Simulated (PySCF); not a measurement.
**Solvent effects on NMR parameters**

Atoms are numbered as in `[OH:1][SiH2:2][c:3]1[cH:4][cH:5][c:6]([SiH3:7])[cH:8][cH:9]1`. Hydrogens are named by the atom that carries them.

GIAO PBE0/pcSseg-1 in PySCF on one PBE0-D3(BJ)/def2-SVP conformer, non-relativistic, equivalent nuclei averaged. Solvents enter as an IEF-PCM continuum (benzene with ε = 2.3, dimethylsulfoxide with ε = 46.8) around the gas-phase geometry. Shifts are referred to TMS computed in the same medium.

Gas phase, δ in ppm: Si2 -26.1, Si7 -63.6, C5/C8 141.0, C4/C9 138.7, C3 137.5, C6 135.7, H(C4)/H(C9) 7.82, H(C5)/H(C8) 7.76, H(Si2) 5.51, H(Si7) 4.54, H(O1) 0.75. Dipole moment 1.61 D.

Q: How does each δ change in the continuum?

A: 
```
      atoms                           environment  Δδ, benzene  Δδ, dimethylsulfoxide
        Si2           silicon bonded to C, O, 2 H         -0.3                   -0.6
        Si7              silicon bonded to C, 3 H         -0.2                   -0.5
      C5/C8                           aromatic CH         +0.7                   +1.7
      C4/C9                           aromatic CH         +0.5                   +1.2
         C3           substituted aromatic carbon         +0.9                   +2.0
         C6           substituted aromatic carbon         +0.6                   +1.5
H(C4)/H(C9)            hydrogen on an aromatic CH        +0.06                  +0.14
H(C5)/H(C8)            hydrogen on an aromatic CH        +0.09                  +0.23
     H(Si2)  hydrogen on a silicon bonded to C, O        -0.03                  -0.06
     H(Si7)     hydrogen on a silicon bonded to C        -0.02                  -0.03
      H(O1)    hydrogen on an oxygen bonded to Si        +0.49                  +1.08
```

Changes are relative to the gas phase. The dipole moment becomes 1.72 D in benzene, 1.87 D in dimethylsulfoxide.

Q: Which of the listed nuclei move most (in ppm), and what does the model miss? (N and O are left out, as their reference compounds move with the solvent too.)

A: C3 (substituted aromatic carbon, +2.0 ppm) in dimethylsulfoxide. A continuum only polarises the solute; specific hydrogen bonds, the anisotropy of aromatic solvents and changes of geometry or conformer are outside it.
